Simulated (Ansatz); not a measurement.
CH4N (SMILES [CH2]N) moved off its minimum; all values from Ansatz (a first-principles code), cores frozen in correlated methods. Open shells are unrestricted.
(charge 0, multiplicity 2)
```xyz
6

C     -0.71673     0.06768    -0.13885
N      0.58043     0.01802     0.11591
H     -1.34863    -0.85355     0.02019
H     -1.07375     1.10518     0.09275
H      1.15836     0.68671    -0.18466
H      1.03563    -0.87695    -0.07601
```

```tsv
level	largest force (eV/Å)	on atom	rms difference from CCSD(T)/cc-pVTZ (eV/Å)	dipole (D)
HF/def2-TZVPP	6.04	N2	0.303	1.18
PBE/def2-TZVPP	5.30	N2	0.256	1.50
r2SCAN/def2-TZVPP	5.42	N2	0.136	1.41
B3LYP/def2-TZVPP	5.38	N2	0.156	1.44
wB97M-V/def2-TZVPP	5.42	N2	0.149	1.44
MP2/cc-pVTZ	5.58	N2	0.100	1.36
CCSD(T)/cc-pVTZ	5.64	N2	0.000	1.36
```

The differences count from one level among others, with limits of its own. Forces at CCSD(T)/cc-pVTZ (eV/Å):

```tsv
atom	Fx	Fy	Fz
C1	-4.046	1.091	-0.258
N2	1.899	-5.003	1.792
H3	0.810	1.369	-0.031
H4	-0.547	-1.290	-0.388
H5	2.200	3.505	-1.334
H6	-0.316	0.328	0.219
```
